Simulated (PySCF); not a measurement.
Computed IR spectrum (relative IR intensity) of a molecule C4H9O, multiplicity 2. Geometry optimised at PBE-D3(BJ)/def2-SVP. One conformer was computed; it need not be the lowest. Computed with PBE-D3(BJ)/def2-SVP run with PySCF. Harmonic, unscaled wavenumbers; measured fundamentals usually lie a few per cent lower.

```tsv
ν (cm⁻¹)	relative intensity
312	5.7
318	9.1
394	7.5
422	14
719	6.1
853	22
863	7.1
907	5.4
962	7.4
973	8.1
1087	8.8
1210	99
1292	33
1402	48
1411	27
1436	37
2971	80
2975	48
2980	19
3071	100
3080	74
3088	54
3102	45
```

### Question
Pick the molecule that these values belong to.
A) [CH2]COCC
B) CC(C)(C)[O]
C) [CH2]C(C)(C)O
D) CC[CH]CO

### Answer
B, CC(C)(C)[O]
